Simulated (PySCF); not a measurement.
Si(F)2(H)(SeH) (F2H2SeSi), SMILES F[SiH](F)[SeH]. Atoms are numbered in the order given.

```xyz
6

Si    -0.8437     0.4464     0.4037
F     -1.9800    -0.6227    -0.0100
F     -1.0921     1.7808    -0.4719
Se     1.1348    -0.5328    -0.1051
H     -1.0043     0.8208     1.8221
H      1.8825     0.6215     0.4351
```
Charge 0, spin multiplicity 1.

The structure is a stationary point at B3LYP-D3(BJ)/def2-SVP. The values are those of a single conformer.

Method: PySCF with HF/pcSseg-1.

GIAO shieldings, no solvent; atoms listed in one row are averaged. δ = σ(ref) − σ: ²⁹Si against TMS (σ = 393.8 ppm); ¹⁹F against CFCl3 (σ = 238.5 ppm); ⁷⁷Se against Me2Se (σ = 1942.8 ppm); ¹H against TMS (σ = 31.99 ppm), references at their B3LYP-D3(BJ)/def2-TZVP geometries, non-relativistic.

```json
[
 {"nucleus": "²⁹Si", "atoms": "Si1", "count": "1", "δ (ppm)": "-11.3"},
 {"nucleus": "¹⁹F", "atoms": "F3", "count": "1", "δ (ppm)": "-98.3"},
 {"nucleus": "¹⁹F", "atoms": "F2", "count": "1", "δ (ppm)": "-116.5"},
 {"nucleus": "⁷⁷Se", "atoms": "Se4", "count": "1", "δ (ppm)": "-243.2"},
 {"nucleus": "¹H", "atoms": "H5", "count": "1", "δ (ppm)": "5.38"},
 {"nucleus": "¹H", "atoms": "H6", "count": "1", "δ (ppm)": "1.39"}
]
```
